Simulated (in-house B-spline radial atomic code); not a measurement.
The numbers below are computed, except where a source is named.
**From levels and matrix elements to observables: Ba+**

One electron outside the [Kr] 4d10 5s2 5p6 core, from a B-spline radial code for spherical atoms: Brueckner orbitals with a screened correlation potential on Dirac-Hartree-Fock, Breit and QED terms for the lowest states, dipole elements in length form with static core polarisation. The core's own polarisability, by RPA, is 10.61 bohr³.

```
state  removal energy (cm⁻¹)  size of the reduced dipole element to 6s1/2 (a.u.)
6s1/2                  80898                                                   -
7s1/2                  38350                                                   -
6p1/2                  60543                                                3.32
6p3/2                  58832                                               4.686
7p1/2                  31319                                              0.0974
7p3/2                  30696                                             0.03875
```

Use R = 109737.3 cm⁻¹, 1 hartree = 219474.6 cm⁻¹, c = 137.036 and 1 a.u. of rate = 4.1341e16 s⁻¹.

Find the quantum defects of the two s states and predict 8s1/2.

With n* = 2 √(R/E): 6s1/2 has n* = 2.3294, δ = 3.6706; 7s1/2 has n* = 3.3832, δ = 3.6168. Ritz's form δ = δ0 + b/n*² gives b = 0.555, δ0 = 3.5683, so with n* ≈ 8 − 3.6168, δ = 3.5972 and E = R × 2²/(8 − 3.5972)² = 22644 cm⁻¹. The program finds 22646 cm⁻¹.

What are the wavelength, oscillator strength and rate of 6s1/2–6p3/2?

ΔE = 22066 cm⁻¹ = 0.10054 hartree, λ = 453.19 nm in vacuum. f = (2/3) ΔE D²/(2j + 1 of the lower state) = (2/3) × 0.10054 × 4.686²/2 = 0.7359. A = (4/3) ΔE³ D²/(c³ (2j' + 1)) = 2.8907e-09 a.u. = 1.195e+08 s⁻¹, a partial lifetime of 8.368 ns.

Estimate the static polarisability of 6s1/2.

Each p state adds (2/3) D²/(2 ΔE): 6p1/2 39.62, 6p3/2 72.8, 7p1/2 0.014, 7p3/2 0.002188. With the core the sum is 123 bohr³. The program's sum over the whole spectrum, Pauli blocking of the core included, is 122.3.
